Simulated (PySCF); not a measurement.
Species: norbornane, C7H12.
Atom-mapped SMILES: `[CH2:1]1[CH2:2][C@@H:3]2[CH2:4][CH2:5][C@H:6]1[CH2:7]2`

Geometry (PBE0-D3(BJ)/def2-SVP, Å), atoms numbered from 1 in this order:
```xyz
19
C7H12 angstrom
C      1.412   -0.552    0.273
C      1.073    0.928    0.601
C     -0.268    1.145   -0.117
C     -1.355    0.364    0.637
C     -1.016   -1.116    0.310
C      0.223   -0.999   -0.590
C     -0.087    0.284   -1.373
H      2.354   -0.628   -0.291
H      1.525   -1.176    1.173
H      0.998    1.122    1.681
H      1.842    1.609    0.204
H     -0.516    2.203   -0.284
H     -2.356    0.634    0.268
H     -1.341    0.579    1.717
H     -1.844   -1.604   -0.227
H     -0.815   -1.719    1.209
H      0.423   -1.899   -1.191
H     -0.999    0.210   -1.987
H      0.745    0.616   -2.014
```

NICS = −σ at a ghost point: NICS(0) at the centroid of the ring atoms, NICS(1) 1 Å to either side along the normal of their mean plane, zz for the tensor component along that normal. Level: GIAO PBE0/pcSseg-1 (PySCF, non-relativistic, gas phase) on the PBE0-D3(BJ)/def2-SVP geometry, one conformer.

Ring bond lengths (Å), with Mayer bond orders in brackets: C1–C2 1.552 (1.01), C2–C3 1.536 (1.00), C3–C7 1.534 (0.96), C7–C6 1.534 (0.96), C6–C1 1.536 (1.00); C3–C4 1.536 (1.00), C4–C5 1.552 (1.01), C5–C6 1.536 (1.00), C6–C7 1.534 (0.96), C7–C3 1.534 (0.96).

What do the NICS probes read (ppm)?

| ring | type | NICS(0) | NICS(1), two faces | NICS(1)zz, two faces | rms pucker (Å) | centre to ring atoms, mean (Å) |
| --- | --- | --- | --- | --- | --- | --- |
| C1–C2–C3–C7–C6 | 5-membered carbocycle; formal bonds all single | -9.0 | -8.8 / -4.7 | -11.2 / -5.8 | 0.26 | 1.26 |
| C3–C4–C5–C6–C7 | 5-membered carbocycle; formal bonds all single | -9.0 | -4.7 / -8.8 | -5.8 / -11.2 | 0.26 | 1.26 |

What do they say, and how far can they be read as aromaticity?

- C1–C2–C3–C7–C6: mean NICS(1)zz -8.5 ppm, shielded. C1, C2, C3, C6, C7 have four or more neighbours, so the value isn't read as a sign of a π ring current. The two faces differ by 5.4 ppm, so no symmetry operation interchanges them.
- C3–C4–C5–C6–C7: mean NICS(1)zz -8.5 ppm, shielded. C3, C4, C5, C6, C7 have four or more neighbours, and the NICS criterion for π rings isn't applied. The two faces differ by 5.4 ppm, so no symmetry operation interchanges them.

At the second NICS(1) probe listed for ring C1–C2–C3–C7–C6, 1 Å off the ring, what do the in-plane components average?

The isotropic value is a third of the trace: (3 × -4.7 − (-5.8))/2 = -4.2 ppm.

How shielded are the nuclei of the rings and their hydrogens (means over atoms taken as equivalent)?

```json
{"atoms": "C1 (×4)", "environment": "ring CH2 carbon", "σ isotropic (ppm)": "152.3", "principal values of the symmetric part, first atom (ppm)": "140.6, 144.9, 171.6"}
{"atoms": "C3 (×2)", "environment": "sp3 carbon at a ring junction", "σ isotropic (ppm)": "145.8", "principal values of the symmetric part, first atom (ppm)": "135.4, 137.1, 164.7"}
{"atoms": "C7", "environment": "ring CH2 carbon", "σ isotropic (ppm)": "144.4", "principal values of the symmetric part, first atom (ppm)": "132.3, 145.9, 154.8"}
{"atoms": "H8 (×4)", "environment": "methylene hydrogen", "σ isotropic (ppm)": "29.82", "principal values of the symmetric part, first atom (ppm)": "24.9, 26.8, 37.7"}
{"atoms": "H9 (×4)", "environment": "methylene hydrogen", "σ isotropic (ppm)": "30.21", "principal values of the symmetric part, first atom (ppm)": "26.4, 27.2, 37.1"}
{"atoms": "H12 (×2)", "environment": "methine hydrogen", "σ isotropic (ppm)": "29.32", "principal values of the symmetric part, first atom (ppm)": "25.2, 26.0, 36.8"}
{"atoms": "H18 (×2)", "environment": "methylene hydrogen", "σ isotropic (ppm)": "30.24", "principal values of the symmetric part, first atom (ppm)": "26.0, 26.9, 37.8"}
```

The run took about 17 s of CPU time (one thread, shared machine). This is the whole shielding run at PBE0/pcSseg-1, SCF included.
